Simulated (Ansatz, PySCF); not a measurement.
Process, species as SMILES: [F][Sb]([F])[F] → [F][Sb]([F])[F] as doublet, charge +1 + e-
Structures are relaxed separately at B3LYP-D3(BJ)/def2-TZVP in Ansatz (a program for electronic structure). A spin state is the lowest found, not a proven ground state.

Wanted: adiabatic ionisation energy (0 K, with B3LYP-D3(BJ) harmonic zero-point energies from PySCF), in eV. Correlated levels leave the core frozen unless marked. UHF or UKS for open shells. No spin-orbit coupling. The frozen core is the preceding noble-gas configuration, with the filled d and f shells of earlier blocks. Past Kr the def2 sets carry scalar-relativistic core potentials. Basis-set limits of correlation are two-point, X^-3; Hartree-Fock from the larger set. [CCSD(T)-MP2]/basis is that difference in the basis named.

```
level                           program  adiabatic ionisation energy (eV)
-----------------------  --------------  --------------------------------
HF/def2-QZVPP                    Ansatz                             11.27
HF-D3(BJ)/def2-TZVPD      PySCF + dftd3                             11.31
PBE/def2-TZVPD                   Ansatz                             11.72
PBE-D3(BJ)/def2-TZVPD    Ansatz + dftd3                             11.72
BLYP-D4/def2-TZVPD       Ansatz + dftd4                             11.76
revPBE/def2-TZVPD                Ansatz                             11.63
B3LYP-D3(BJ)/def2-TZVPD  Ansatz + dftd3                             12.08
```

Q: Estimate the value at RI-MP2/CBS(def2-TZVPP,def2-QZVPP)+[CCSD(T)-MP2]/def2-TZVPP as computed with Ansatz.

A: 11.99 eV
